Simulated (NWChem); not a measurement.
System: SnGeH6; SMILES [GeH3][SnH3]

The following NWChem deck was run.

```
start job
memory heap 200 mb stack 900 mb global 1100 mb
geometry units angstroms noautosym nocenter noautoz
  Sn     0.000000     0.000000    -1.052730
  Ge     0.000000     0.000000     1.551903
  H      0.138036     1.600564    -1.651317
  H     -1.455147    -0.680739    -1.651317
  H      1.317111    -0.919825    -1.651317
  H      1.308618     0.606747     2.090256
  H     -0.128850    -1.436670     2.090256
  H     -1.179768     0.829923     2.090256
end
basis spherical
  * library def2-svp
end
ecp
  Sn library def2-ecp
end
dft
  xc xpbe96 cpbe96
  iterations 150
  vectors input atomic output neutral.movecs
end
task dft energy
charge 1
dft
  odft
  mult 2
  vectors input atomic output cation.movecs
end
task dft energy
```

The geometry was optimised at PBE0/def2-SVP. No frequency run checked for a minimum. def2 effective core potentials on Sn; no spin-orbit coupling.

Ions are spin-unrestricted doublets at the neutral geometry; other ion states weren't tried.

Task: Give the results of this calculation. (PBE/def2-SVP with def2 effective core potentials on Sn, vertical spin-unrestricted ions.) Quantities: vertical ionisation energy, ΔSCF (eV); −ε(HOMO) (eV).

Result: The vertical ionisation energy, ΔSCF (eV) is 9.75 and the −ε(HOMO) (eV) comes out as 6.85.
